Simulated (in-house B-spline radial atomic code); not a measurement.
F²⁺. Computed with a B-spline radial atomic code. Model: non-relativistic spherical atom: semilocal Troullier-Martins pseudo-atom, one channel per l, against all electrons, high spin, G0W0 and RPA with empty states to l = 8, local potential for every l without a channel, a model core (radius 0 = none) keeps its share of the functional.

What the tables leave out is listed at the end.

The pseudopotential gives back the lowest level of each angular momentum of its own functional in the configuration it was made in; a second state of the same l is only approximately right. Exact exchange, RPA and GW see the smooth pseudo-orbitals and miss the exchange with the core, for which the functional's share stands in. The column with an uncorrelated core keeps all orbitals and exact exchange, and so separates missing core correlation from pseudisation. Only the three outermost levels and the lowest empty one were computed. RPA here is direct RPA, with no exchange kernel, and its energies carry an (l + 1/2)⁻⁴ tail. A hybrid on a potential with a model core restores only its own semilocal share of the core's exchange.

Command:
```bash
python run_psgw.py task.json out
```
Settings (lengths in bohr, energies in hartree):
```
Z                      9
electrons              7
configuration          [He] 2s2 2p3
generated_in           [He] 2s2 2p5
functional             pbe,pbe
core_shells            1
radius_factor          1.3
core_correction        True
```

Cost of the run: 14 s on 1 thread of Arm Neoverse N1 (shared host).

Given: made with PBE; model core radius 0.297 bohr; local radius 1.046 bohr; mean-field start PBE.

Valence shells of the generating configuration: 2s, 2p.

Channel: s 0.989, p 1.371 (radii in bohr).

Computed: largest level miss in the spin-unpolarised generating configuration 0 eV; valence RPA correlation energy pseudo -0.24128 hartree; all-electron RPA polarisability, core included 1.0484 bohr³; pseudo-atom RPA polarisability 1.0602 bohr³.

| level | occupied | mean-field all-electron (eV) | mean-field pseudo minus all (eV) | G0W0 all-electron (eV) | G0W0 uncorrelated core minus all (eV) | G0W0 pseudo minus all (eV) | exchange self-energy all-electron (eV) | exchange self-energy pseudo (eV) |
| --- | --- | --- | --- | --- | --- | --- | --- | --- |
| 2p up | 1 | -51.572 | 0.165 | -62.148 | 0.084 | 0.526 | -40.81 | -38.679 |
| 2s down | 1 | -63.196 | 0.032 | -72.732 | 0.065 | -0.276 | -29.174 | -26.362 |
| 2p down (empty) | 0 | -44.274 | 0.417 | -35.327 | 0.088 | 0.18 | -6.8866 | -5.7936 |

(1) What is the valence RPA correlation energy all-electron orbitals?

Given: mean-field start PBE0.

Computed: valence RPA correlation energy pseudo -0.22578 hartree; all-electron RPA polarisability, core included 0.94101 bohr³; pseudo-atom RPA polarisability 0.95947 bohr³.

| level | occupied | mean-field all-electron (eV) | mean-field pseudo minus all (eV) | G0W0 all-electron (eV) | G0W0 uncorrelated core minus all (eV) | G0W0 pseudo minus all (eV) | exchange self-energy all-electron (eV) | exchange self-energy pseudo (eV) |
| --- | --- | --- | --- | --- | --- | --- | --- | --- |
| 2p up | 1 | -54.824 | 0.278 | -62.54 | 0.083 | 0.55 | -40.862 | -38.696 |
| 2s down | 1 | -65.552 | 0.16 | -72.7 | 0.066 | -0.066 | -29.094 | -26.275 |
| 2p down (empty) | 0 | -41.346 | 0.221 | -35.055 | 0.083 | 0.197 | -6.7338 | -5.7136 |

(2) What is the valence RPA correlation energy all-electron orbitals?

## Answers

(1) -0.24698 hartree.

(2) -0.23132 hartree.

Among the listed levels the largest G0W0 shift of the pseudo-atom is +0.55 eV, for 2p up on the PBE0 start, while leaving the core uncorrelated moves that level by +0.08 eV. So pseudisation and the lost core exchange, not the missing core correlation, make the error. Not in the tables (levels of low weight, unsolved or above zero; the highest and the empty levels are kept at any weight): on PBE the G0W0 levels 2s up (pseudo minus all -0.21 eV, weights 0.18 and 0.18); on PBE0 the G0W0 levels 2s up (pseudo minus all +0.07 eV, weights 0.38 and 0.40); no Hartree-Fock pseudo-atom is run with a model core.
